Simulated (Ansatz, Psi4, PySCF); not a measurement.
H4B, charge -1, singlet, geometry from GFN2-xTB. Base run: CCSD(T)/def2-SVP (PySCF).

Input for PySCF:
```python
from pyscf import gto, scf, cc

mol = gto.Mole()
mol.atom = '''
    B     0.00000000    0.00000000    0.00000000
    H    -0.78935573   -0.82329958   -0.45703408
    H     0.16226976   -0.21027872    1.19968171
    H    -0.45033333    1.13195784   -0.16017538
    H     1.07741931   -0.09837954   -0.58247225
'''
mol.basis = 'def2-svp'
mol.charge = -1
mol.verbose = 4
mol.build()

mf = scf.RHF(mol)
mf.kernel()

mycc = cc.CCSD(mf)
mycc.kernel()
et = mycc.ccsd_t()
print('E(CCSD(T)) = %.10f' % (mycc.e_tot + et))
```

The same geometry, method and basis name were run in Ansatz (an electronic-structure program) and Psi4 and PySCF, at each program's defaults and at the settings that a row names. The base is PySCF at its defaults. Differences at the defaults can come from grids, fitting, cores and function types together.

```csv
code and settings,ΔE vs base (µEh),basis functions,E (Eh),SCF cycles
"PySCF, defaults (exact integrals, spherical functions, all electrons correlated)",0.0,34,-27.11963,7
"Psi4, defaults (exact integrals, spherical functions, all electrons correlated)",0.0,34,-27.11963,8
"Ansatz, defaults (factorised integrals, spherical functions, frozen core)",2535,34,-27.11710,-
"PySCF, frozen core",2535,34,-27.11710,7
"Psi4, exact integrals, spherical functions, frozen core",2535,34,-27.11710,8
"Ansatz, high accuracy, frozen core",2535,34,-27.11710,-
```
